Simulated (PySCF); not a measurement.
# Computed properties of Ga(OH)3 (GaH₃O₃), SMILES [OH][Ga]([OH])[OH]

Ga(OH)3 (GaH3O3), SMILES [OH][Ga]([OH])[OH]. Geometry optimised at B3LYP-D3(BJ)/def2-SVP. Other conformers were not sampled. All values are computed for the isolated molecule unless a solvent is named; none is compared with measurement here.

**Structure.** The optimised structure has C3h symmetry. All 15 harmonic modes at B3LYP-D3(BJ)/def2-SVP (PySCF) are real, so it is a minimum. With heavy atoms numbered as in [Ga:1]([OH:2])([OH:4])[OH:6], the shortest bond between them is Ga1–O4 at 1.782 Å and the longest Ga1–O6 at 1.782 Å.

**Vibrations.** The strongest infrared lines (harmonic, unscaled, degenerate partners summed) lie at 310 cm⁻¹ (339 km/mol, H 92 %), 849 cm⁻¹ (251 km/mol, H 88 %, O 8 %), 737 cm⁻¹ (226 km/mol, O 74 %, Ga 24 %). The softest mode is at 180 cm⁻¹ and the zero-point energy is 25.3 kcal/mol.

**Electronic structure.** ωB97X/def2-TZVP (PySCF) places the frontier levels at -11.51 and 1.06 eV, a gap of 12.57 eV, and gives a dipole moment of 0.00 D and a mean polarisability of 34.6 bohr³.

**Excitations.** TDA-CAM-B3LYP/def2-SVPD (PySCF) has S1 at 6.49 eV (191 nm, f = 0.000, dark); the most intense of the 10 singlets computed lies at 8.66 eV (f = 0.37). Strengths of degenerate partners are summed. T1 (TDA) is at 6.07 eV, 0.42 eV under S1. No vertical singlet excitation falls in the visible range (under 3.1 eV).

**NMR.** GIAO shifts at PBE0/pcSseg-1 (PySCF) (non-relativistic, atoms alike by connectivity averaged): ¹H at 2.0 ppm against TMS.
